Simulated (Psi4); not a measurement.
A run for Psi4: SAPT0/aug-cc-pVDZ on CH5BrO (a complex), monomers drawn apart or pushed together.

```
memory 2025 MB

molecule dimer {
0 1
O     0.34622330    0.03161449   -0.11398864
H    -0.02326593    0.55664892    0.60845326
H    -0.32053056    0.05273740   -0.80785887
--
0 1
C     0.09734000   -1.45512808    2.60378168
Br   -0.78724319    0.28042518    2.86578883
H     0.96170020   -1.47497854    3.25763832
H     0.37975099   -1.50654034    1.55798716
H    -0.61997569   -2.22270772    2.87105211
units angstrom
symmetry c1
no_reorient
no_com
}

set {
  basis aug-cc-pVDZ
  scf_type df
  freeze_core true
}

energy('sapt0')
```

It printed:

```
[...]
==> Input File <==

--------------------------------------------------------------------------
memory 2025 MB

molecule dimer {
0 1
O     0.34622330    0.03161449   -0.11398864
H    -0.02326593    0.55664892    0.60845326
H    -0.32053056    0.05273740   -0.80785887
--
0 1
C     0.09734000   -1.45512808    2.60378168
Br   -0.78724319    0.28042518    2.86578883
H     0.96170020   -1.47497854    3.25763832
H     0.37975099   -1.50654034    1.55798716
H    -0.61997569   -2.22270772    2.87105211
units angstrom
symmetry c1
no_reorient
no_com
}

set {
  basis aug-cc-pVDZ
  scf_type df
  freeze_core true
}

energy('sapt0')
--------------------------------------------------------------------------


   => Loading Basis Set <=

    Name: AUG-CC-PVDZ
    Role: ORBITAL
    Keyword: BASIS
    atoms 1        entry O          line   254 file aug-cc-pvdz.gbs
    atoms 2-3, 6-8 entry H          line    40 file aug-cc-pvdz.gbs
    atoms 4        entry C          line   182 file aug-cc-pvdz.gbs
    atoms 5        entry BR         line  3326 file aug-cc-pvdz.gbs

   => Loading Basis Set <=

    Name: AUG-CC-PVDZ
    Role: ORBITAL
    Keyword: BASIS
    atoms 1        entry O          line   254 file aug-cc-pvdz.gbs
    atoms 2-3, 6-8 entry H          line    40 file aug-cc-pvdz.gbs
    atoms 4        entry C          line   182 file aug-cc-pvdz.gbs
    atoms 5        entry BR         line  3326 file aug-cc-pvdz.gbs


  //>>>>>>>>>>>>>>>>>>>>>>>>>>>>>>>>>>>//
  //              Dimer HF             //
  //<<<<<<<<<<<<<<<<<<<<<<<<<<<<<<<<<<<//

   => Libint2 <=

    Primary   basis highest AM E, G, H:  7, 6, 3
    Auxiliary basis highest AM E, G, H:  7, 7, 4
    Onebody   basis highest AM E, G, H:  -, -, -
    Solid Harmonics ordering:            Gaussian


   => Loading Basis Set <=

    Name: AUG-CC-PVDZ
    Role: ORBITAL
    Keyword: BASIS
    atoms 1        entry O          line   254 file aug-cc-pvdz.gbs
    atoms 2-3, 6-8 entry H          line    40 file aug-cc-pvdz.gbs
    atoms 4        entry C          line   182 file aug-cc-pvdz.gbs
    atoms 5        entry BR         line  3326 file aug-cc-pvdz.gbs


         ---------------------------------------------------------
                                   SCF
               by Justin Turney, Rob Parrish, Andy Simmonett
                          and Daniel G. A. Smith
                              RHF Reference
                        1 Threads,   1931 MiB Core
         ---------------------------------------------------------

  ==> Geometry <==

    Molecular point group: c1
    Full point group: C1

    Geometry (in Angstrom), charge = 0, multiplicity = 1:

       Center              X                  Y                   Z               Mass
    ------------   -----------------  -----------------  -----------------  -----------------
         O            0.346223300000     0.031614490000    -0.113988640000    15.994914619570
         H           -0.023265930000     0.556648920000     0.608453260000     1.007825032230
         H           -0.320530560000     0.052737400000    -0.807858870000     1.007825032230
         C            0.097340000000    -1.455128080000     2.603781680000    12.000000000000
         BR          -0.787243190000     0.280425180000     2.865788830000    78.918337600000
         H            0.961700200000    -1.474978540000     3.257638320000     1.007825032230
         H            0.379750990000    -1.506540340000     1.557987160000     1.007825032230
         H           -0.619975690000    -2.222707720000     2.871052110000     1.007825032230

  Running in c1 symmetry.

  Rotational constants: A =      0.31699  B =      0.02117  C =      0.02000 [cm^-1]
  Rotational constants: A =   9503.15790  B =    634.71470  C =    599.65770 [MHz]
  Nuclear repulsion =  171.719443739389533

  Charge       = 0
  Multiplicity = 1
  Electrons    = 54
  Nalpha       = 27
  Nbeta        = 27

  ==> Algorithm <==

  SCF Algorithm Type is DF.
  DIIS enabled.
  MOM disabled.
  Fractional occupation disabled.
  Guess Type is SAD.
  Energy threshold   = 1.00e-08
  Density threshold  = 1.00e-08
  Integral threshold = 1.00e-12

  ==> Primary Basis <==

  Basis Set: AUG-CC-PVDZ
    Blend: AUG-CC-PVDZ
    Number of shells: 57
    Number of basis functions: 127
    Number of Cartesian functions: 134
    Spherical Harmonics?: true
    Max angular momentum: 2

   => Loading Basis Set <=

    Name: (AUG-CC-PVDZ AUX)
    Role: JKFIT
    Keyword: DF_BASIS_SCF
    atoms 1        entry O          line   270 file aug-cc-pvdz-jkfit.gbs
    atoms 2-3, 6-8 entry H          line    70 file aug-cc-pvdz-jkfit.gbs
    atoms 4        entry C          line   154 file aug-cc-pvdz-jkfit.gbs
    atoms 5        entry BR         line  1380 file aug-cc-pvdz-jkfit.gbs

  ==> Integral Setup <==

  DFHelper Memory: AOs need 0.068 GiB; user supplied 1.414 GiB.
  SCF_SUBTYPE=INCORE selected. In-core MEM_DF algorithm will be used.
  Using in-core AOs.

  ==> MemDFJK: Density-Fitted J/K Mat
[...]
              -3810.4802158571692416
    Two-Electron Energy =                1110.7760769499432172
    Total Energy =                      -2611.3314783523246660

Computation Completed


Properties will be evaluated at   0.000000,   0.000000,   0.000000 [a0]

Properties computed using the SCF density matrix


 Multipole Moments:

 ------------------------------------------------------------------------------------
     Multipole            Electronic (a.u.)      Nuclear  (a.u.)        Total (a.u.)
 ------------------------------------------------------------------------------------

 L = 1.  Multiply by 2.5417464519 to convert [e a0] to [Debye]
 Dipole X            :         50.0087117          -49.6015241            0.4071876
 Dipole Y            :          6.9890154           -7.7858866           -0.7968713
 Dipole Z            :       -233.7140752          233.5927818           -0.1212934
 Magnitude           :                                                    0.9030602

 ------------------------------------------------------------------------------------

  Constructing Basis Sets for SAPT...

   => Loading Basis Set <=

    Name: (AUG-CC-PVDZ AUX)
    Role: RIFIT
    Keyword: DF_BASIS_SAPT
    atoms 1        entry O          line   204 file aug-cc-pvdz-ri.gbs
    atoms 2-3, 6-8 entry H          line    30 file aug-cc-pvdz-ri.gbs
    atoms 4        entry C          line   112 file aug-cc-pvdz-ri.gbs
    atoms 5        entry BR         line   970 file aug-cc-pvdz-ri.gbs

   => Loading Basis Set <=

    Name: (AUG-CC-PVDZ AUX)
    Role: JKFIT
    Keyword: DF_BASIS_ELST
    atoms 1        entry O          line   270 file aug-cc-pvdz-jkfit.gbs
    atoms 2-3, 6-8 entry H          line    70 file aug-cc-pvdz-jkfit.gbs
    atoms 4        entry C          line   154 file aug-cc-pvdz-jkfit.gbs
    atoms 5        entry BR         line  1380 file aug-cc-pvdz-jkfit.gbs


  //>>>>>>>>>>>>>>>>>>>>>>>>>>>>>>>>>>>//
  //               SAPT0               //
  //<<<<<<<<<<<<<<<<<<<<<<<<<<<<<<<<<<<//



        SAPT0
    Ed Hohenstein
     6 June 2009

      Orbital Information
  --------------------------
    NSO        =       127
    NMO        =       127
    NRI        =       389
    NRI (Elst) =       526
    NOCC A     =         5
    NOCC B     =        22
    FOCC A     =         1
    FOCC B     =        10
    NVIR A     =       122
    NVIR B     =       105

    Elst10,r            =    -0.013105157715 [Eh]
    Exch10              =     0.018708720064 [Eh]
    Exch10 (S^2)        =     0.018585854718 [Eh]

    Maxiter = 50
    CPHF R converge = 1.000000E-08

    Iter     Energy [mEh]          dE [mEh]         Residual      Time [s]
       1      -3.27165815       3.271658147     7.725420e-03             0
       2      -3.94998819       0.678330040     1.579521e-03             0
       3      -3.92565833      -0.024329862     5.122689e-04             0
       4      -3.92319915      -0.002459172     1.846212e-04             0
       5      -3.92439535       0.001196194     5.565913e-05             1
       6      -3.92509195       0.000696601     1.178782e-05             1
       7      -3.92486937      -0.000222580     2.054841e-06             1
       8      -3.92489745       0.000028075     4.567508e-07             1
       9      -3.92489429      -0.000003154     9.839131e-08             1
      10      -3.92489406      -0.000000231     2.423725e-08             1
      11      -3.92489426       0.000000205     5.283328e-09             1

    CHF Iterations converged

    Maxiter = 50
    CPHF R converge = 1.000000E-08

    Iter     Energy [mEh]          dE [mEh]         Residual      Time [s]
       1      -4.12039830       4.120398301     1.143531e-02             0
       2      -5.18384750       1.063449195     3.889655e-03             0
       3      -5.30916698       0.125319481     1.192543e-03             0
       4      -5.28129371      -0.027873262     3.524860e-04             0
       5      -5.27286752      -0.008426198     9.151967e-05             0
       6      -5.27559677       0.002729257     2.270199e-05             0
       7      -5.27534902      -0.000247755     5.048125e-06             0
       8      -5.27532529      -0.000023731     1.223674e-06             0
       9      -5.27533914       0.000013850     3.907142e-07             0
      10      -5.27533897      -0.000000164     1.042994e-07             1
      11      -5.27533776      -0.000001218     2.680119e-08             1
      12      -5.27533791       0.000000155     6.263140e-09             1

    CHF Iterations converged

    Ind20,r (A<-B)      =    -0.003924894265 [Eh]
    Ind20,r (B<-A)      =    -0.005275337911 [Eh]
    Ind20,r             =    -0.009200232176 [Eh]
    Exch-Ind20,r (A<-B) =     0.003377523155 [Eh]
    Exch-Ind20,r (B<-A) =     0.003230234972 [Eh]
    Exch-Ind20,r        =     0.006607758127 [Eh]
    Disp20              =    -0.007087457089 [Eh]
    Disp20 (SS)         =    -0.003543728545 [Eh]
    Disp20 (OS)         =    -0.003543728545 [Eh]
    Exch-Disp20         =     0.001199658960 [Eh]
    Exch-Disp20 (SS)    =     0.000737507620 [Eh]
    Exch-Disp20 (OS)    =     0.000462151340 [Eh]

    SAPT Results
  --------------------------------------------------------------------------------------------------------
    Electrostatics                -13.10515772 [mEh]      -8.22361062 [kcal/mol]     -34.40758684 [kJ/mol]
      Elst10,r                    -13.10515772 [mEh]      -8.22361062 [kcal/mol]     -34.40758684 [kJ/mol]

    Exchange                       18.70872006 [mEh]      11.73989908 [kcal/mol]      49.11973776 [kJ/mol]
      Exch10                       18.70872006 [mEh]      11.73989908 [kcal/mol]      49.11973776 [kJ/mol]
      Exch10(S^2)                  18.58585472 [mEh]      11.66279991 [kcal/mol]      48.79715484 [kJ/mol]

    Induction                      -4.34327509 [mEh]      -2.72544626 [kcal/mol]     -11.40326717 [kJ/mol]
      Ind20,r                      -9.20023218 [mEh]      -5.77323285 [kcal/mol]     -24.15520625 [kJ/mol]
      Exch-Ind20,r                  6.60775813 [mEh]       4.14643083 [kcal/mol]      17.34866657 [kJ/mol]
      delta HF,r (2)               -1.75080104 [mEh]      -1.09864424 [kcal/mol]      -4.59672749 [kJ/mol]

    Dispersion                     -5.88779813 [mEh]      -3.69464911 [kcal/mol]     -15.45841186 [kJ/mol]
      Disp20                       -7.08745709 [mEh]      -4.44744647 [kcal/mol]     -18.60811602 [kJ/mol]
      Exch-Disp20                   1.19965896 [mEh]       0.75279736 [kcal/mol]       3.14970417 [kJ/mol]
      Disp20 (SS)                  -3.54372854 [mEh]      -2.22372323 [kcal/mol]      -9.30405801 [kJ/mol]
      Disp20 (OS)                  -3.54372854 [mEh]      -2.22372323 [kcal/mol]      -9.30405801 [kJ/mol]
      Exch-Disp20 (SS)              0.73750762 [mEh]       0.46279302 [kcal/mol]       1.93632599 [kJ/mol]
      Exch-Disp20 (OS)              0.46215134 [mEh]       0.29000434 [kcal/mol]       1.21337818 [kJ/mol]

  Total HF                          1.26028726 [mEh]       0.79084220 [kcal/mol]       3.30888376 [kJ/mol]
  Total SAPT0                      -4.62751087 [mEh]      -2.90380691 [kcal/mol]     -12.14952810 [kJ/mol]

  Special recipe for scaled SAPT0 (see Manual):
    Electrostatics sSAPT0         -13.10515772 [mEh]      -8.22361062 [kcal/mol]     -34.40758684 [kJ/mol]
    Exchange sSAPT0                18.70872006 [mEh]      11.73989908 [kcal/mol]      49.11973776 [kJ/mol]
    Induction sSAPT0               -4.21136133 [mEh]      -2.64266913 [kcal/mol]     -11.05692765 [kJ/mol]
    Dispersion sSAPT0              -5.86384878 [mEh]      -3.67962066 [kcal/mol]     -15.39553285 [kJ/mol]
  Total sSAPT0                     -4.47164776 [mEh]      -2.80600133 [kcal/mol]     -11.74030957 [kJ/mol]
  --------------------------------------------------------------------------------------------------------



*** Psi4 exiting successfully. Buy a developer a beer!
```

The run finished.

Cost: about 30 core-seconds (a rough figure).
